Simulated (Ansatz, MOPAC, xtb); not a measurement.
Diatomic SnF, multiplicity 2 (lowest of 2S+1 = 2, 4 at CCSD(T)/def2-TZVPP on PBE0 minima; our sources give no spin for the ground state, which may be another). No spin–orbit coupling.

Seven points along R, fitted to fifth degree in 1/R; most abundant isotopes. In def2 and cc sets the state is the lowest found near the PBE0 minimum, followed along R.

Codes used: Ansatz (Gaussian orbitals); MOPAC for AM1, PM3, PM6, PM7 (differences of heats of formation); xtb for the GFN methods.  In def2 rows elements past Kr take small-core potentials, without spin–orbit coupling. The GFN methods have no spin term and hold the electronic entropy of 300 K.

```json
[
 {"level": "AM1", "r_e (Å)": "1.910", "ω_e (cm⁻¹)": "648", "α_e (cm⁻¹)": "0.0014", "ω_e x_e (cm⁻¹)": "2.2", "dipole (D)": "-"},
 {"level": "PM3", "r_e (Å)": "1.928", "ω_e (cm⁻¹)": "752", "α_e (cm⁻¹)": "0.0019", "ω_e x_e (cm⁻¹)": "6.9", "dipole (D)": "-"},
 {"level": "PM6", "r_e (Å)": "1.990", "ω_e (cm⁻¹)": "584", "α_e (cm⁻¹)": "0.00093", "ω_e x_e (cm⁻¹)": "0.12", "dipole (D)": "-"},
 {"level": "PM7", "r_e (Å)": "1.960", "ω_e (cm⁻¹)": "607", "α_e (cm⁻¹)": "0.0011", "ω_e x_e (cm⁻¹)": "2.0", "dipole (D)": "-"},
 {"level": "GFN1-xTB", "r_e (Å)": "1.984", "ω_e (cm⁻¹)": "463", "α_e (cm⁻¹)": "0.00076", "ω_e x_e (cm⁻¹)": "0.15", "dipole (D)": "-"},
 {"level": "GFN2-xTB", "r_e (Å)": "2.056", "ω_e (cm⁻¹)": "414", "α_e (cm⁻¹)": "0.00100", "ω_e x_e (cm⁻¹)": "0.95", "dipole (D)": "-"},
 {"level": "SVWN5/def2-TZVPP", "r_e (Å)": "1.941", "ω_e (cm⁻¹)": "584", "α_e (cm⁻¹)": "0.0018", "ω_e x_e (cm⁻¹)": "2.6", "dipole (D)": "2.51"},
 {"level": "PBE/def2-TZVPP", "r_e (Å)": "1.974", "ω_e (cm⁻¹)": "550", "α_e (cm⁻¹)": "0.0018", "ω_e x_e (cm⁻¹)": "2.6", "dipole (D)": "2.63"},
 {"level": "r2SCAN/def2-TZVPP", "r_e (Å)": "1.949", "ω_e (cm⁻¹)": "580", "α_e (cm⁻¹)": "0.0018", "ω_e x_e (cm⁻¹)": "2.7", "dipole (D)": "2.56"},
 {"level": "B97M-V/def2-TZVPP", "r_e (Å)": "1.948", "ω_e (cm⁻¹)": "577", "α_e (cm⁻¹)": "0.0018", "ω_e x_e (cm⁻¹)": "2.7", "dipole (D)": "2.63"},
 {"level": "B3LYP/def2-TZVPP", "r_e (Å)": "1.964", "ω_e (cm⁻¹)": "564", "α_e (cm⁻¹)": "0.0018", "ω_e x_e (cm⁻¹)": "2.6", "dipole (D)": "2.84"},
 {"level": "PBE0/def2-TZVPP", "r_e (Å)": "1.947", "ω_e (cm⁻¹)": "581", "α_e (cm⁻¹)": "0.0018", "ω_e x_e (cm⁻¹)": "2.6", "dipole (D)": "2.69"},
 {"level": "BHLYP/def2-TZVPP", "r_e (Å)": "1.938", "ω_e (cm⁻¹)": "594", "α_e (cm⁻¹)": "0.0018", "ω_e x_e (cm⁻¹)": "2.7", "dipole (D)": "2.87"},
 {"level": "CAM-B3LYP/def2-TZVPP", "r_e (Å)": "1.948", "ω_e (cm⁻¹)": "584", "α_e (cm⁻¹)": "0.0018", "ω_e x_e (cm⁻¹)": "2.6", "dipole (D)": "2.81"},
 {"level": "wB97X-V/def2-TZVPP", "r_e (Å)": "1.946", "ω_e (cm⁻¹)": "588", "α_e (cm⁻¹)": "0.0017", "ω_e x_e (cm⁻¹)": "2.6", "dipole (D)": "2.72"},
 {"level": "wB97M-V/def2-TZVPP", "r_e (Å)": "1.948", "ω_e (cm⁻¹)": "585", "α_e (cm⁻¹)": "0.0017", "ω_e x_e (cm⁻¹)": "2.6", "dipole (D)": "2.76"},
 {"level": "B2PLYP/def2-TZVPP", "r_e (Å)": "1.955", "ω_e (cm⁻¹)": "575", "α_e (cm⁻¹)": "0.0018", "ω_e x_e (cm⁻¹)": "2.6", "dipole (D)": "-"},
 {"level": "CCSD/def2-TZVPP", "r_e (Å)": "1.938", "ω_e (cm⁻¹)": "599", "α_e (cm⁻¹)": "0.0018", "ω_e x_e (cm⁻¹)": "2.7", "dipole (D)": "-"},
 {"level": "CCSD/def2-QZVPP", "r_e (Å)": "1.934", "ω_e (cm⁻¹)": "597", "α_e (cm⁻¹)": "0.0018", "ω_e x_e (cm⁻¹)": "2.7", "dipole (D)": "-"},
 {"level": "CCSD(T)/def2-TZVPP", "r_e (Å)": "1.943", "ω_e (cm⁻¹)": "593", "α_e (cm⁻¹)": "0.0018", "ω_e x_e (cm⁻¹)": "2.7", "dipole (D)": "-"},
 {"level": "CCSD(T)/def2-QZVPP", "r_e (Å)": "1.940", "ω_e (cm⁻¹)": "590", "α_e (cm⁻¹)": "0.0018", "ω_e x_e (cm⁻¹)": "2.7", "dipole (D)": "-"},
 {"level": "CCSD(T)/CBS(def2-TZVPP, def2-QZVPP)", "r_e (Å)": "1.938", "ω_e (cm⁻¹)": "589", "α_e (cm⁻¹)": "0.0018", "ω_e x_e (cm⁻¹)": "2.7", "dipole (D)": "-"}
]
```

Correlated levels freeze the inner cores; with def2 sets outer-core shells near the valence are correlated too. CBS(a, b) extrapolates the correlation energy as X⁻³ and adds the Hartree–Fock energy of set b. The state that AM1, PM3, PM6, PM7 reach isn't checked; PM7 holds dispersion and hydrogen-bond terms.

Ansatz is a first-principles code.
